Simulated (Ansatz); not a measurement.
Relaxation of Te4Pt with RKS B3LYP-D4/def2-SVP.

```sh
$ ansatz run in.yaml --threads 4 --pin off --events-out ev --progress --plain --max-ram 8704MiB
```

```yaml
crystal:
  periodic: [false, false, false]
  atoms:
    - {symbol: Pt, position_ang: [0.004030, 0.000440, 0.000020]}
    - {symbol: Te, position_ang: [1.300610, -2.219390, 0.028400]}
    - {symbol: Te, position_ang: [1.372580, 2.174650, -0.024600]}
    - {symbol: Te, position_ang: [-1.302360, 2.212300, -0.025520]}
    - {symbol: Te, position_ang: [-1.374870, -2.168010, 0.021700]}
basis:
  gaussian: {orbitals: def2-SVP}
hamiltonian: {xc: {name: B3LYP}, dispersion: d4}
scf: {lower_state_search: "off"}
output: {orbitals: {seedname: orbitals}}
relax: {f_tol: 0.02, max_steps: 100}
```

Hardware: 4 threads of Arm Neoverse V1 on a shared host. Wall time 17 s.

Positions (Å) and forces (eV/Å) at steps 1, 2, 3, 4 of 4:

```xyz
5
step=1 energy=-32435.3966 eV
Pt    0.004    0.000    0.000    0.002   -0.023    0.000
Te    1.301   -2.219    0.028    0.591   -0.628    0.007
Te    1.373    2.175   -0.025    0.629    0.623   -0.005
Te   -1.302    2.212   -0.026   -0.607    0.647   -0.010
Te   -1.375   -2.168    0.022   -0.615   -0.619    0.008
5
step=2 energy=-32435.2793 eV rejected
Pt    0.001    0.000    0.000   -0.004    0.012    0.000
Te    1.345   -2.374    0.028   -1.007    0.688   -0.008
Te    1.424    2.329   -0.024   -1.052   -0.661    0.005
Te   -1.347    2.374   -0.029    1.031   -0.694    0.010
Te   -1.423   -2.328    0.025    1.031    0.655   -0.007
5
step=3 energy=-32435.4746 eV
Pt   -0.003    0.027    0.000    0.106   -0.780    0.009
Te    1.312   -2.302    0.028   -0.112    0.254   -0.003
Te    1.382    2.243   -0.024    0.183    0.129   -0.001
Te   -1.307    2.273   -0.028   -0.241    0.243   -0.003
Te   -1.384   -2.240    0.024    0.063    0.155   -0.002
5
step=4 energy=-32435.4898 eV
Pt    0.001    0.000    0.000    0.003    0.000    0.000
Te    1.312   -2.281    0.028   -0.007   -0.011    0.000
Te    1.387    2.237   -0.024   -0.012    0.007    0.000
Te   -1.313    2.278   -0.028    0.009    0.016    0.000
Te   -1.388   -2.235    0.024    0.008   -0.013    0.000
```

In the def2 sets Pt, Te take a core potential; there is no spin–orbit coupling. The restricted singlet is unstable towards broken spin symmetry in Hartree–Fock (as tested in another run); at B3LYP-D4/def2-SVP this wasn't settled. Another isomer (singlet) lies 0.29 eV lower at PBE0-D4/def2-TZVP; other spin states weren't run for this one.
